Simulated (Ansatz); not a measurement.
System: C4H5OSi (charge -1, singlet). It need not be the lowest isomer of its formula. Whether it binds its extra electron was not tested at this geometry. 
Geometry from a B3LYP-D3(BJ)/def2-TZVP (Ansatz, a quantum-chemistry and plane-wave program) optimisation:
```xyz
11

Si    -2.0107     0.2239     0.0231
C     -0.1943     0.0451    -0.0162
C      0.6945     0.9306    -0.7991
C      1.9050     0.4012    -0.5033
O      1.8706    -0.7255     0.3845
C      0.5569    -0.8889     0.6427
H     -2.6646    -0.8076     0.8974
H     -2.4841     1.5391     0.5485
H     -2.6679     0.0802    -1.3100
H      2.9222     0.6339    -0.7866
H      0.3068    -1.7041     1.3073
```
Charge -1, spin multiplicity 1.

Parts of the frozen-core correlation energy in aug-cc-pV(Q+d)Z (Ansatz, hartree). Frozen orbitals: 10; correlated occupied orbitals by spin: 16 and 16; virtual: 693 and 693. Spin-orbit coupling is left out. Non-relativistic.

```csv
term,value
reference (HF),-518.19704
MP2 opposite-spin,[?]
MP2 same-spin,-0.25989
CCSD correlation,[?]
(T),[?]
T1 diagnostic,0.017
largest doubles amplitude,0.042
```

Fill in the missing entries.


- MP2 opposite-spin, value: -0.82530
- CCSD correlation, value: -1.09537
- (T), value: -0.06016
